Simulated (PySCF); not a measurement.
PySCF input (PBE/aug-cc-pV5Z):

```python
import numpy as np, basis_set_exchange as bse
from pyscf import gto, scf, dft, df
from pyscf.prop.polarizability import rks as pol

basis = {'B': gto.basis.parse(bse.get_basis('aug-cc-pV5Z', elements=['B'], fmt='nwchem')), 'H': gto.basis.parse(bse.get_basis('aug-cc-pV5Z', elements=['H'], fmt='nwchem'))}
mol = gto.M(
    atom='''
    B    -0.00000000   -0.00000000   -0.20551333
    H     0.00000000    0.00000000    1.02756663
    ''',
    basis=basis,
    charge=0,
    verbose=4,
    max_memory=2160,
)
mf = dft.RKS(mol, xc='pbe')
mf.grids.level = 3
mf = mf.density_fit(auxbasis=df.autoaux(mol))
mf.conv_tol = 1e-9
mf.max_cycle = 100
print('smallest overlap eigenvalue', np.linalg.eigvalsh(mol.intor('int1e_ovlp'))[0])
mf.kernel()
dip = mf.dip_moment()
p = pol.Polarizability(mf)
p.max_cycle_cphf = 60
alpha = p.polarizability()
print('polarisability/bohr^3', alpha.trace() / 3)
```

Output:

```
PySCF version 2.14.0

[INPUT] verbose = 4
[INPUT] num. atoms = 2
[INPUT] num. electrons = 6
[INPUT] charge = 0
[INPUT] spin (= nelec alpha-beta = 2S) = 0
[INPUT] symmetry False subgroup None
[INPUT] Mole.unit = angstrom
[INPUT] Symbol           X                Y                Z      unit          X                Y                Z       unit  Magmom
[INPUT]  1 B      0.000000000000   0.000000000000  -0.205513330000 AA    0.000000000000   0.000000000000  -0.388363908647 Bohr   0.0
[INPUT]  2 H      0.000000000000   0.000000000000   1.027566630000 AA    0.000000000000   0.000000000000   1.941819505442 Bohr   0.0

nuclear repulsion = 2.1457538362719
number of shells = 22
number of NR pGTOs = 227
number of NR cGTOs = 207
basis = {'B': [[0, [68260.0, 2.4e-05, 0.0, 0.0, 0.0, -5e-06, 0.0], [10230.0, 0.000185, 0.0, 0.0, 0.0, -3.7e-05, 0.0], [2328.0, 0.00097, 0.0, 0.0, 0.0, -0.000196, 0.0], [660.4, 0.004056, 0.0, 0.0, 0.0, -0.000824, 0.0], [216.2, 0.014399, 0.0, 0.0, 0.0, -0.002923, 0.0], [78.6, 0.043901, 0.0, 0.0, 0.0, -0.009138, 0.0], [30.98, 0.113057, 0.0, 0.0, 0.0, -0.024105, 0.0], [12.96, 0.233825, 0.0, 0.0, 0.0, -0.054755, 0.0], [5.659, 0.35396, 0.0, 0.0, 0.0, -0.096943, 0.0], [2.556, 0.301547, 0.0, 0.0, 0.0, -0.137485, 0.0], [1.175, 0.087521, 1.0, 0.0, 0.0, -0.044565, 0.0], [0.4249, 0.002819, 0.0, 1.0, 0.0, 0.324345, 0.0], [0.1712, 4.3e-05, 0.0, 0.0, 1.0, 0.570414, 0.0], [0.06913, 7.8e-05, 0.0, 0.0, 0.0, 0.243444, 1.0]], [0, [0.0261, 1.0]], [1, [66.44, 0.0, 0.0, 0.000838, 0.0, 0.0], [15.71, 0.0, 0.0, 0.006409, 0.0, 0.0], [4.936, 0.0, 0.0, 0.028081, 0.0, 0.0], [1.77, 0.0, 0.0, 0.092152, 0.0, 0.0], [0.7008, 1.0, 0.0, 0.224164, 0.0, 0.0], [0.2901, 0.0, 1.0, 0.369915, 0.0, 0.0], [0.1211, 0.0, 0.0, 0.374441, 1.0, 0.0], [0.04973, 0.0, 0.0, 0.139086, 0.0, 1.0]], [1, [0.0157, 1.0]], [2, [2.01, 1.0, 0.0, 0.0, 0.0], [0.796, 0.0, 1.0, 0.0, 0.0], [0.316, 0.0, 0.0, 1.0, 0.0], [0.125, 0.0, 0.0, 0.0, 1.0]], [2, [0.0431, 1.0]], [3, [1.215, 1.0, 0.0, 0.0], [0.525, 0.0, 1.0, 0.0], [0.227, 0.0, 0.0, 1.0]], [3, [0.0843, 1.0]], [4, [1.124, 1.0, 0.0], [0.461, 0.0, 1.0]], [4, [0.202, 1.0]], [5, [0.834, 1.0]], [5, [0.384, 1.0]]], 'H': [[0, [402.0, 0.0, 0.0, 0.000279, 0.0, 0.0], [60.24, 0.0, 0.0, 0.002165, 0.0, 0.0], [13.73, 0.0, 0.0, 0.011201, 0.0, 0.0], [3.905, 0.0, 0.0, 0.044878, 0.0, 0.0], [1.283, 1.0, 0.0, 0.142299, 0.0, 0.0], [0.4655, 0.0, 1.0, 0.330979, 0.0, 0.0], [0.1811, 0.0, 0.0, 0.436269, 1.0, 0.0], [0.07279, 0.0, 0.0, 0.17644, 0.0, 1.0]], [0, [0.0207, 1.0]], [1, [4.516, 1.0, 0.0, 0.0, 0.0], [1.712, 0.0, 1.0, 0.0, 0.0], [0.649, 0.0, 0.0, 1.0, 0.0], [0.246, 0.0, 0.0, 0.0, 1.0]], [1, [0.0744, 1.0]], [2, [2.95, 1.0, 0.0, 0.0], [1.206, 0.0, 1.0, 0.0], [0.493, 0.0, 0.0, 1.0]], [2, [0.156, 1.0]], [3, [2.506, 1.0, 0.0], [0.875, 0.0, 1.0]], [3, [0.274, 1.0]], [4, [2.358, 1.0]], [4, [0.543, 1.0]]]}
ecp = {}
ETB for B: l = 0, exps = 0.0314 * 1.8^n , n = 0..16
ETB for B: l = 1, exps = 0.0314 * 1.8^n , n = 0..13
ETB for B: l = 2, exps = 0.0314 * 1.8^n , n = 0..12
ETB for B: l = 3, exps = 0.0588 * 2.2^n , n = 0..7
ETB for B: l = 4, exps = 0.0862 * 2.2^n , n = 0..6
ETB for B: l = 5, exps = 0.1274 * 2.3^n , n = 0..5
ETB for B: l = 6, exps = 0.1686 * 3^n , n = 0..3
ETB for H: l = 0, exps = 0.0414 * 1.8^n , n = 0..15
ETB for H: l = 1, exps = 0.09509999999999999 * 2^n , n = 0..7
ETB for H: l = 2, exps = 0.1488 * 2.2^n , n = 0..6
ETB for H: l = 3, exps = 0.2304 * 2.2^n , n = 0..5
ETB for H: l = 4, exps = 0.312 * 2.2^n , n = 0..4
ETB for H: l = 5, exps = 0.43000000000000005 * 2.3^n , n = 0..4
smallest overlap eigenvalue 1.606273882509034e-05

******** <class 'pyscf.df.df_jk.DFRKS'> ********
method = DFRKS
initial guess = minao
damping factor = 0
level_shift factor = 0
DIIS = <class 'pyscf.scf.diis.CDIIS'>
diis_start_cycle = 1
diis_space = 8
diis_damp = 0
SCF conv_tol = 1e-09
SCF conv_tol_grad = None
SCF max_cycles = 100
direct_scf = False
XC library pyscf.dft.libxc version 7.1.2
    S. Lehtola, C. Steigemann, M. J. T. Oliveira, and M. A. L. Marques,  SoftwareX 7, 1–5 (2018)
XC functionals = pbe
    J. P. Perdew, K. Burke, and M. Ernzerhof,  Phys. Rev. Lett. 77, 3865 (1996)
    J. P. Perdew, K. Burke, and M. Ernzerhof,  Phys. Rev. Lett. 78, 1396 (1997)
    J. P. Perdew, K. Burke, and M. Ernzerhof,  Phys. Rev. Lett. 77, 3865 (1996)
    J. P. Perdew, K. Burke, and M. Ernzerhof,  Phys. Rev. Lett. 78, 1396 (1997)
radial grids:
    Treutler-Ahlrichs [JCP 102, 346 (1995); DOI:10.1063/1.469408] (M4) radial grids

becke partition: Becke, JCP 88, 2547 (1988); DOI:10.1063/1.454033
pruning grids: <function nwchem_prune>
grids dens level: 3
symmetrized grids: False
atomic radii adjust function: <function treutler_atomic_radii_adjust>
small_rho_cutoff = 0
Set gradient conv threshold to 3.16228e-05
Initial guess from minao.
tot grids = 23856
init E= -25.1565302387735
  HOMO = -0.216198278262778  LUMO = -0.120274985613746  gap/eV = 2.61021
cycle= 1 E= -25.2382392090133  delta_E= -0.0817  |g|= 0.102  |ddm|= 2.84
  HOMO = -0.198632893734077  LUMO = -0.12960175928047  gap/eV = 1.87843
cycle= 2 E= -25.2410768802275  delta_E= -0.00284  |g|= 0.0288  |ddm|= 0.425
  HOMO = -0.20179790885338  LUMO = -0.127306680134227  gap/eV = 2.02701
cycle= 3 E= -25.2412931973723  delta_E= -0.000216  |g|= 0.00575  |ddm|= 0.0897
  HOMO = -0.203771449174439  LUMO = -0.128906097269925  gap/eV = 2.03719
cycle= 4 E= -25.2413077202753  delta_E= -1.45e-05  |g|= 0.00152  |ddm|= 0.0237
  HOMO = -0.203324072265819  LUMO = -0.128548572728614  gap/eV = 2.03474
cycle= 5 E= -25.2413086951822  delta_E= -9.75e-07  |g|= 5.97e-05  |ddm|= 0.00493
  HOMO = -0.203304493963006  LUMO = -0.128528609295561  gap/eV = 2.03476
cycle= 6 E= -25.2413086963654  delta_E= -1.18e-09  |g|= 9.67e-06  |ddm|= 0.000201
  HOMO = -0.203307646719  LUMO = -0.128532613989138  gap/eV = 2.03473
cycle= 7 E= -25.2413086964058  delta_E= -4.04e-11  |g|= 2.42e-06  |ddm|= 4.06e-05
  HOMO = -0.203307354453012  LUMO = -0.128532140960349  gap/eV = 2.03474
Extra cycle  E= -25.2413086964075  delta_E= -1.68e-12  |g|= 1.42e-06  |ddm|= 1.05e-05
converged SCF energy = -25.2413086964075
Dipole moment(X, Y, Z, Debye):  0.00000,  0.00000,  1.53497
Isotropic polarizability 24.1362156995
Polarizability anisotropy 2.38949466039
polarisability/bohr^3 24.136215699506252
```
